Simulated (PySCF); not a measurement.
## Two-component Hartree-Fock for K (potassium, neutral)

Start: [Ar] 4s1; 4s1/2 filled at m_j = +1/2. Calculated with PySCF 2.14 in x2c-TZVPall-2c with one added diffuse shell each of s, p, d type (7s7p4d, 48 functions): generalised Hartree-Fock with the X2C-1e Hamiltonian and a Gaussian nucleus; one run each with spin-orbit coupling (SO) switched off, then screened by Boettger's factors. This is a chosen level, not necessarily the ground level.

```tsv
spinor shell	electrons	ε, spin-free (eV)	ε, screened SO (eV)	weight of nominal j (screened SO)	rms radius, screened SO (bohr)
1s1/2	2	-3649.9	-3649.9	1.000	0.0937
2s1/2	2	-397.27	-397.27	1.000	0.418
2p1/2	2	-313.53	-315.55	1.000	0.386
2p3/2	4	-313.53	-312.53	1.000	0.388
3s1/2	2	-47.913	-47.912	1.000	1.37
3p1/2	2	-25.932	-26.136	0.995	1.56
3p3/2	4	-25.932	-25.831	0.997	1.57
4s1/2	1	-4.032	-4.032	1.000	5.59
```

```
   quantity   spin-free  screened SO
E (hartree)  -601.44872   -601.45105
        M_J         1/2          1/2
       ⟨J²⟩       0.750        0.750
       ⟨L²⟩       0.000        0.000
       ⟨S²⟩       0.750        0.750
```

Without spin-orbit coupling the j labels of p, d and f shells carry no meaning; the spin-free column gives the mean over the occupied spinors of each nl shell.
